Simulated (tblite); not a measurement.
C₇H₇ (doublet state).
Structure used (GFN2-xTB), in Å, numbered top down from 1:
```xyz
14
C7H7 angstrom
C      0.4182    2.5116    0.3218
C      0.3072    1.3479    0.5770
C      0.1893   -0.0722    0.8496
C      1.5096   -0.6733    0.8735
C      2.5946   -1.1785    0.8552
C     -0.6938   -0.7746   -0.2525
C     -2.0799   -0.3072   -0.2235
H      0.5078    3.5353    0.1128
H     -0.2936   -0.2161    1.8245
H      3.5477   -1.6166    0.8622
H     -0.6384   -1.8481   -0.0537
H     -0.2259   -0.5622   -1.2168
H     -2.7852   -0.7424    0.4590
H     -2.3582    0.5960   -0.7313
```

Computed with GFN2-xTB (tblite): harmonic, unscaled wavenumbers at the GFN2-xTB geometry, gas phase. The method is semi-empirical: single wavenumbers can be off by several per cent or more. One conformer, not necessarily the lowest. Open shells enter through the occupations alone, without spin polarisation, and single modes of such species can be off by tens of per cent.

Harmonic wavenumbers (cm⁻¹): 83.3, 111.6, 131.9, 142.5, 179.2, 283.8, 295.9, 414.6, 466.8, 497.9, 552.8, 645.5, 651.7, 659.3, 671.2, 792.9, 864.1, 971.6, 1021.0, 1078.7, 1138.7, 1189.5, 1218.0, 1258.1, 1282.1, 1402.8, 1469.2, 2277.5, 2289.1, 2893.0, 2959.5, 2969.5, 3127.7, 3168.8, 3396.1, 3399.5.

A = 3362, B = 2282, C = 1443 MHz; mass 91.055 u (most abundant isotopes); point group C1, symmetry number 1; spin multiplicity 2.

Question: What is the zero-point energy?

Answer: Half the sum of the wavenumbers: 22978 cm⁻¹ = 65.70 kcal/mol.

Question: Entropy at 298.15 K, 1 bar (ideal gas, RRHO, classical rotation)?

Answer: Translation 39.46, rotation 27.76, vibration 23.20, spin (R ln 2) 1.38: S = 91.8 cal/(mol K).

Question: And Cp and H(298.15 K) − H(0)?

Answer: Cp = 33.20 cal/(mol K), of which vibrations give 25.25 (their classical limit is 36 R = 71.5); H(298.15 K) − H(0) = 6.19 kcal/mol without the zero-point energy, 3.82 from vibrations.

Question: What must be added to the electronic energy to get the Gibbs energy at 298.15 K and 1 bar?

Answer: ZPE + [H(298.15 K) − H(0)] − T·S = 65.70 + 6.19 − 27.37 = 44.52 kcal/mol.

Question: Blend soft modes into free rotors: weight 1/[1 + (100 cm⁻¹/ν̃)⁴] for the oscillator and the rest for a rotor with moment μB/(μ + B), μ = h/(8π²ν), B = 10⁻⁴⁴ kg m². What vibrational entropy results?

Answer: 22.35 cal/(mol K) in place of 23.20, which changes −T·S at 298.15 K by +0.25 kcal/mol.

Hindered rotation and anharmonicity are outside this model. Other conformers, if any are populated, would add a mixing term that is left out. The structure is chiral; the term R ln 2 for an equal mix with its mirror image is left out.
